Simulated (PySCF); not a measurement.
B(Et)(OH)(NH2) (C2H8BNO), SMILES NB(O)CC.

The structure is a stationary point at B3LYP-D3(BJ)/def2-SVP. Other conformers were not sampled.

Method: PySCF with PBE0/def2-TZVP.

Gas-phase values at a fixed geometry.

| Quantity | Result |
|---|---|
| total energy | -235.77587 hartree |
| highest occupied level | -7.76 eV |
| lowest empty level | 0.62 eV |
| orbital gap | 8.38 eV |
| dipole moment | 2.57 D |
| quadrupole, principal values (traceless, Buckingham form, about the centre of nuclear charge) | -5.62, -1.19, 6.80 D·Å |
| mean static polarisability | 50.8 bohr³ (7.53 Å³) |
| polarisability, principal values | 43.0, 50.4, 58.9 bohr³ |
